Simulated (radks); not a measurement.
Results of a calculation; reference values are marked as such.
Trend from Mg to Ar: ionisation energy by Delta-SCF between NIST ground configurations, and size. Code: a radial shooting solver on a logarithmic mesh with Libxc functionals. Model: non-relativistic Kohn-Sham, TPSS, spin-polarised, spherical densities, point nucleus; open shells are filled with parallel spins first; meta-GGA in the generalised Kohn-Sham scheme.

species  configuration  IE (eV)  NIST (eV)  kind  outermost  <r> outermost (bohr)
Mg            [Ne] 3s2    7.550      7.646  exp.         3s                  3.18
Al        [Ne] 3s2 3p1    5.940      5.986  exp.         3p                  3.35
Si        [Ne] 3s2 3p2    8.326      8.152  exp.         3p                  2.72
P         [Ne] 3s2 3p3   10.678     10.487  exp.         3p                  2.31
S         [Ne] 3s2 3p4   10.152     10.360  exp.         3p                  2.12
Cl        [Ne] 3s2 3p5   13.079     12.968  exp.         3p                  1.86
Ar                [Ar]   15.927     15.760  exp.         3p                  1.66

Reference values: NIST Atomic Spectra Database (exp. = measured, semi-emp. = semi-empirical, theory = theoretical value adopted there). Open shells are spherical and high-spin; term and fine-structure splittings are not resolved.
